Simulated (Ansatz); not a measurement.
```yaml
crystal:
  periodic: [false, false, false]
  atoms:
    - {symbol: C, position_ang: [0.698160, -1.984604, 0.818829]}
    - {symbol: W, position_ang: [-0.126780, 0.159348, 0.828747]}
    - {symbol: C, position_ang: [0.681230, -0.149404, 2.616991]}
    - {symbol: O, position_ang: [1.195101, -0.318909, 3.626803]}
    - {symbol: C, position_ang: [-1.694975, -1.057938, 0.792873]}
    - {symbol: O, position_ang: [-2.592127, -1.767443, 0.724718]}
    - {symbol: C, position_ang: [-1.415362, 1.088374, 2.028533]}
    - {symbol: O, position_ang: [-2.157893, 1.624961, 2.718584]}
    - {symbol: C, position_ang: [0.649230, 2.202951, 0.000582]}
    - {symbol: C, position_ang: [1.738728, 1.300653, -0.108351]}
    - {symbol: C, position_ang: [1.365669, 0.287376, -1.017303]}
    - {symbol: C, position_ang: [0.042341, 0.532741, -1.490396]}
    - {symbol: Si, position_ang: [-0.926519, -0.492390, -2.704642]}
    - {symbol: C, position_ang: [-0.390538, 1.735954, -0.849751]}
    - {symbol: H, position_ang: [0.294089, -2.624236, 1.601295]}
    - {symbol: H, position_ang: [1.782256, -1.947013, 0.937903]}
    - {symbol: H, position_ang: [0.462835, -2.437862, -0.145900]}
    - {symbol: H, position_ang: [0.627439, 3.099341, 0.601455]}
    - {symbol: H, position_ang: [2.685023, 1.377795, 0.405487]}
    - {symbol: H, position_ang: [1.977197, -0.560291, -1.289094]}
    - {symbol: H, position_ang: [-0.620164, -1.929201, -2.492522]}
    - {symbol: H, position_ang: [-2.372552, -0.232087, -2.499390]}
    - {symbol: H, position_ang: [-0.559750, -0.129012, -4.099536]}
    - {symbol: H, position_ang: [-1.342647, 2.220917, -1.005947]}
basis:
  gaussian: {orbitals: x2c-TZVPPall}
hamiltonian: {xc: {name: HF}}
correlation: {active_space: {window: {electrons: 6, orbitals: 2}}}
```

```sh
$ ansatz run in.yaml --threads 11 --pin off --events-out ev --progress --plain --max-ram 174080MiB --backend cuda --devices 0, --max-vram 75GiB
```

Output, abridged:

```
Functional definition: HF
4184 factors; integrals over basis functions are off by at most 1.1e-3 eV
mean field evaluation 1: about -462625.9841 eV, gradient 6.4e1 eV
mean field evaluation 2: about -462626.5310 eV, gradient 6.4e1 eV
mean field evaluation 4: about -462635.8429 eV, gradient 1.5e1 eV
mean field evaluation 8: about -462636.3495 eV, gradient 2.1e0 eV
mean field evaluation 16: about -462636.3625 eV, gradient 1.3e-6 eV
mean field -462636.36249990 eV, -17001.5727356820 hartree, gradient 1.2e-6 eV, S^2 0.000000; 0 other end points of the search recorded, 0 dependent functions left out
reference -462636.36249990 eV, -17001.5727356820 hartree; 88, 88 occupied and 563, 563 virtual orbitals, 4184 factors
Error: 6 electrons in 2 orbitals form no window around the highest filled level of the reference
```

In this input the active space doesn't fit the electrons. The run stopped with an error.
